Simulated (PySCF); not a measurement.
A structure optimised at PBE-D3(BJ)/def2-SVP, used in a PySCF frequency run:

```xyz
14

Si     0.1801    -2.3009     0.0000
C     -0.8385    -0.7477     0.0000
C     -0.2957     0.4877     0.0000
C      1.0868     1.1117     0.0000
C      0.2957     2.4359     0.0000
O     -0.9634     1.6977     0.0000
H      1.6428    -1.9357     0.0000
H     -0.0903    -3.1584    -1.2110
H     -0.0903    -3.1584     1.2110
H     -1.9413    -0.7967     0.0000
H      1.6972     0.9101    -0.9016
H      1.6972     0.9101     0.9016
H      0.3900     3.0671    -0.9078
H      0.3900     3.0671     0.9078
```

Problem. Write its SMILES, formula and point group.

Solution. [SiH3]/C=C1\CCO1, C₄H₈OSi, Cs

Problem. What are its rotational constants (standard atomic weights)?

Solution. 8.5371, 1.4779, 1.3004 GHz
